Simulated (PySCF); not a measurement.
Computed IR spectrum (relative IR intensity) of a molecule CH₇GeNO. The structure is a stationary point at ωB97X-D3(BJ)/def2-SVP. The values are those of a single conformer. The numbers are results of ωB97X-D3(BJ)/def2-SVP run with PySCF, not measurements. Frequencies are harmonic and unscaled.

Lines under 2 % of the strongest are left out, and lines within 2 cm⁻¹ are merged.

```
ν (cm⁻¹)  relative intensity
--------  ------------------
121                      6.0
200                       53
305                       50
430                       69
547                       37
675                       23
707                       82
749                       35
841                       69
861                       29
907                       80
1148                     2.1
1170                      58
1402                      18
1461                     8.4
1479                     8.7
1505                     3.2
2185                     100
2232                      67
3019                      53
3098                      26
3138                      15
3645                      10
3912                      38
```

**Question.** Which structure fits?
A. C[NH][GeH2][OH]
B. N[CH2][GeH2][OH]
C. [CH3][Ge@@H]([NH2])[OH]

**Answer.** A, C[NH][GeH2][OH]
